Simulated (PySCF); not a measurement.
Species: MoNF3 (singlet state).
SMILES: `[N]#[Mo]([F])([F])[F]`

Method used: PBE0-D3(BJ)/def2-SVP geometry optimisation, gas phase, def2 core potentials past Kr (PySCF).

Masses are those of the commonest isotopes; rigid-rotor values at the optimised geometry. 

(1) What are A, B and C (MHz)?

(2) Classify the top.

(3) Is it planar, by Δ = Ic − Ia − Ib?

(4) Give the other two planar moments, Paa and Pbb, and the rms extents of the mass along the axes.

(5) Where do the R-branch lines fall?

(6) Estimate the classical rotational partition function at 10 K, 100 K and 500 K.

Results:

(1) Ia = 138.66, Ib = 139.06, Ic = 179.95 u·Å²; 505379 MHz·u·Å²/I gives A = 3645, B = 3634, C = 2808 MHz.

(2) An oblate symmetric top, as the point group C3v requires two equal moments; the computed ones differ by 0.29 % because the geometry is symmetric only within the optimiser's tolerance. Ray's parameter κ = (2B − A − C)/(A − C) = 0.975; −1 is the prolate and +1 the oblate limit.

(3) Not planar: Δ = Ic − Ia − Ib = -97.76 u·Å². For a rigid frame Δ = −2 Σ m c², so Σ m c² = 48.88 u·Å² lies off the ab plane. The atom farthest from that plane is 1.64 Å away.

(4) Paa = Σ m a² = (Ib + Ic − Ia)/2 = 90.17 and Pbb = Σ m b² = (Ia + Ic − Ib)/2 = 89.78 u·Å². With the mass M = 168.90 u, the rms extents √(P/M) along a, b and c are 0.73, 0.73, 0.54 Å.

(5) The dipole of 1.35 D lies along the symmetry axis, so ΔK = 0 and J+1 ← J falls at 2B(J+1) for every K: 7.28 GHz, 14.56 GHz, 21.84 GHz, 29.12 GHz, 36.40 GHz for J = 0 to 4.

(6) Point group C3v, symmetry number σ = 3; q = (√π/σ)·√((kT/h)³/(ABC)), k/h = 20836.6 MHz/K: 291 at 10 K, 9210 at 100 K, 103000 at 500 K.

Whether it is a minimum is left open (no frequencies). These are rigid-rotor constants of the computed structure; measured ground-state constants (B0) also hold zero-point vibration.
